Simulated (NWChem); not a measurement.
Species: CH$_{3}$AlF$_{2}$; SMILES [CH3][Al]([F])[F]

```xyz
7

Al    -0.0050     0.0473     0.0006
C     -0.0085    -1.8796     0.0014
H      0.4851    -2.2673    -0.9046
H     -1.0281    -2.2908     0.0396
H      0.5553    -2.2701     0.8638
F     -1.3995     0.9461    -0.0011
F      1.4054     0.9212    -0.0009
```
Atoms are numbered in this order, from 1.

Computed with NWChem. Geometry: optimised at PBE0/def2-SVP. B3LYP is NWChem's, with the RPA form of VWN correlation. Atomic charges in e: unrestrained fits to the electrostatic potential beside Mulliken populations; buried atoms are poorly determined by the fit.

Question: What does the run give for B3LYP/def2-SVP? Quantities: ESP Al1; Mulliken Al1; ESP C2; Mulliken C2; ESP F6; Mulliken F6; ESP F7; Mulliken F7; relative RMS misfit of the potential (%).

Answer: 
```yaml
ESP Al1: 1.19
Mulliken Al1: 0.97
ESP C2: -0.70
Mulliken C2: -0.36
ESP F6: -0.47
Mulliken F6: -0.39
ESP F7: -0.47
Mulliken F7: -0.39
relative RMS misfit of the potential (%): 18
```
